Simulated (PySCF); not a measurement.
Correlation energy of K(2+) (potassium, charge +2)

[Ne] 3s2 3p5, 2P determinant. All numbers are calculated (PySCF 2.14, the spin-free X2C one-electron Hamiltonian (Gaussian nucleus), in Sapporo-DKH3-DZP-2012 (6s5p1d, 26 functions)). Frozen: [Ne] 3s2; 5 electrons correlated.

Total MP2 correlation energy: -95.26 mhartree.

Same-spin part -29.06 and opposite-spin part -66.20 mhartree; SCS-MP2 scales them by 1/3 and 6/5 to -89.13 mhartree.

| level | correlation energy (mhartree) |
| --- | --- |
| CCSD | -109.55 |
| (T) | -0.16 |
| CCSD(T) | -109.71 |

Diagnostics: T1 = 0.0025, D1 = 0.0041, largest double amplitude 0.043.

Cost of the coupled-cluster step: 0.11 s of wall time on 1 thread of Intel(R) Xeon(R) 6975P-C (shared host), for 5 correlated electrons.

Iterations:

```
CC2 = 0
CCSD nocc = (np.int64(3), np.int64(2)), nmo = (20, 20)
frozen orbitals [[0, 1, 2, 3, 4, 5], [0, 1, 2, 3, 4, 5]]
max_cycle = 100
direct = 0
conv_tol = 1e-08
conv_tol_normt = 1e-06
diis_space = 8
diis_start_cycle = 0
Init t2, MP2 energy = -0.0952638475050083
Init E_corr(UCCSD) = -0.0952638475057182
cycle = 1  E_corr(UCCSD) = -0.107404547676701  dE = -0.0121407002  norm(t1,t2) = 0.0239041
cycle = 2  E_corr(UCCSD) = -0.109112643585997  dE = -0.00170809591  norm(t1,t2) = 0.00523886
cycle = 3  E_corr(UCCSD) = -0.109564253521408  dE = -0.000451609935  norm(t1,t2) = 0.00162594
cycle = 4  E_corr(UCCSD) = -0.109551722392789  dE = 1.25311286e-05  norm(t1,t2) = 0.000170714
cycle = 5  E_corr(UCCSD) = -0.109552416131767  dE = -6.93738978e-07  norm(t1,t2) = 2.90942e-05
cycle = 6  E_corr(UCCSD) = -0.109552304417274  dE = 1.11714493e-07  norm(t1,t2) = 4.3453e-06
cycle = 7  E_corr(UCCSD) = -0.109552316914091  dE = -1.2496817e-08  norm(t1,t2) = 3.59905e-07
cycle = 8  E_corr(UCCSD) = -0.109552314932059  dE = 1.98203194e-09  norm(t1,t2) = 4.96099e-08
UCCSD converged
E(UCCSD) = -600.2866914407025  E_corr = -0.1095523149320594
UCCSD(T) correction = -0.000155391900277869
```
